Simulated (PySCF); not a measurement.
H2SSi, neutral, multiplicity 1. Atoms are numbered in the order given.

```xyz
4

Si     0.1192     1.1340     0.0000
H     -1.4156     1.2448     0.0000
S     -0.0926    -0.9889     0.0000
H      1.2297    -1.2975     0.0000
```
Charge 0, spin multiplicity 1.

The structure is a stationary point at PBE-D3(BJ)/def2-TZVP.

Level of theory: PBE/def2-TZVPD in PySCF.

The molecule is in vacuum.

**Question.** Estimate the frontier levels, gap, dipole moment and polarisability. (The exact figures need the calculation; the answer reports its results.)

**Answer.** 
- highest occupied level = -5.91 eV
- lowest empty level = -3.37 eV
- orbital gap = 2.54 eV
- dipole moment = 0.64 D
- quadrupole, principal values (traceless, Buckingham form, about the centre of nuclear charge) = -3.84, 0.84, 3.00 D·Å
- mean static polarisability = 58.1 bohr³ (8.61 Å³)
- polarisability, principal values = 45.4, 53.0, 75.9 bohr³
